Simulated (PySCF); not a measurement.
A structure optimised at PBE-D3(BJ)/def2-SVP, used in a PySCF frequency run:

```xyz
15

Cl     2.5975     0.4472     1.1929
Si     1.3134    -1.0107     0.4065
Si    -0.1407     0.0334    -1.1074
C     -1.7773    -0.9870    -1.3138
C     -2.5307    -0.4610    -0.0536
Si    -1.7305     1.2931     0.0698
H      0.5311    -1.6134     1.5439
H      2.1633    -2.0948    -0.2009
H      0.6028     0.4768    -2.3408
H     -1.7002    -2.0919    -1.3836
H     -2.2767    -0.6341    -2.2418
H     -2.2258    -1.0364     0.8468
H     -3.6368    -0.5184    -0.1203
H     -1.5033     1.8722     1.4403
H     -2.4550     2.3031    -0.7825
```

**Question.** Write its SMILES and formula.

**Answer.** Cl[SiH2][Si@H]1CC[SiH2]1, C₂H₉ClSi₃

**Question.** What are its rotational constants (standard atomic weights)?

**Answer.** 2.6476, 0.79273, 0.70238 GHz
